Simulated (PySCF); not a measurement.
**Computed structure and properties of [Gd(OH)4]−**

System: [Gd(OH)4]− (singlet in the valence; each metal's 4f electrons, 7 of them, lie in its core potential, out of spins and levels; a saddle point, relaxed within its symmetry); start: displaced along the imaginary mode (C1). Method: PySCF 2.14.0, RKS BP86, Gd lcecp-1-SVP with ECP53, O def2-SVP, H def2-SVP; non-relativistic Hamiltonian with scalar-relativistic core potentials where named; density fitting; no spin-orbit coupling.

Input of the relaxation:

```python
mol = gto.M(atom='''
Gd     0.00774     0.00088    -0.00000
O      1.24713     1.24626     1.22752
H      1.89355     1.68959     1.84138
O     -1.26409    -1.24222     1.22493
H     -2.19199    -1.41045     1.55325
O      1.22712    -1.26939    -1.24061
H      1.49925    -2.06480    -1.71992
O     -1.26136     1.24184    -1.21185
H     -1.60079     2.02073    -1.67471''',
    basis={'Gd': 'lcecp-1-SVP', 'O': 'def2-SVP', 'H': 'def2-SVP'},
    ecp={'Gd': 'lcecp-1-SVP'},
    charge=-1, spin=0)
mf = dft.RKS(mol, xc='B88,P86')
mf.grids.atom_grid = (50, 194)  # f atoms: unpruned, at least (60, 302)
mf = mf.density_fit()  # fitting sets: Gd AutoAux, O def2-universal-JKFIT, H def2-universal-JKFIT
mf.conv_tol = 1e-08; mf.max_cycle = 55
mf.kernel(dm0)  # dm0: converged density of the start geometry
# quasi-Newton relaxation in Cartesian coordinates to a largest gradient under 0.00045 Eh/bohr, steps kept in the point group
```

Run from Python with OMP_NUM_THREADS=2; the lines above give its settings. Where DIIS fails, smearing, a level shift and second-order steps follow.
It took 13 s on 2 threads of AMD EPYC 9R45 96-Core Processor (Zen 5) (shared host), from the converged density of the start.

Course of the relaxation:

```
step  energy above end (eV)  largest force component within the symmetry (eV/Å)
   0                 0.0419                                               1.264
   1                 0.0007                                               0.166
   2                 0.0001                                               0.019
   3                 0.0000                                               0.011
```

Relaxed geometry (C1):

```xyz
9

Gd    0.0088    0.0024    0.0032
O     1.2511    1.2492    1.2327
H     1.8797    1.6766    1.8292
O    -1.2697   -1.2346    1.2318
H    -2.1729   -1.4075    1.5378
O     1.2261   -1.2699   -1.2369
H     1.4968   -2.0644   -1.7171
O    -1.2621    1.2418   -1.2079
H    -1.6012    2.0187   -1.6729
```

```
    contact      Å
Gd1–O2 (OH)  2.147
Gd1–O4 (OH)  2.162
Gd1–O6 (OH)  2.154
Gd1–O8 (OH)  2.149
```

On the finer grid (75, 302):

* HOMO: -0.80 eV
* LUMO: 3.54 eV
* Dipole about the centre of mass: 0.52 D
* Set of Mulliken populations of Gd1 outside the core potential: s 2.21, p 6.54, d 1.62, f 0.08
* D3(BJ) dispersion energy (not in the energies): -0.260 eV

```tsv
atom	Mulliken (e)	Löwdin (e)	spin (e)
Gd1	0.55	0.14	0.00
O2	-0.51	-0.33	0.00
H3	0.12	0.05	0.00
O4	-0.52	-0.34	0.00
H5	0.13	0.05	0.00
O6	-0.52	-0.34	0.00
H7	0.13	0.05	0.00
O8	-0.51	-0.33	0.00
H9	0.13	0.05	0.00
```

The 4f levels lie in the core potential and are missing. Their spin isn't counted.

On the grid (50, 194), as all that follows. Harmonic modes: 2 unstable, so a saddle point once the symmetry is let go (counted below −25 cm⁻¹); lowest -74 cm⁻¹ (negative: unstable), highest 3839 cm⁻¹, zero-point energy 1.159 eV.

Taking off one OH (charge -1, singlet; the rest: singlet) in vacuum, both parts rigid, costs 5.67 eV; the small basis without counterpoise inflates it.

Rigid scan of OH along the line from its metal:

```tsv
distance to O2 (Å)	energy (eV)
1.85	1.022
1.95	0.387
2.05	0.083
2.15	0.000
2.25	0.062
2.35	0.217
2.55	0.667
2.85	1.430
3.25	2.335
3.75	3.180
```

One start shape was tried, so this needn't be the lowest isomer.

An lcecp potential fixes the number of 4f electrons, so in runs with it no electron can move into or out of that shell.
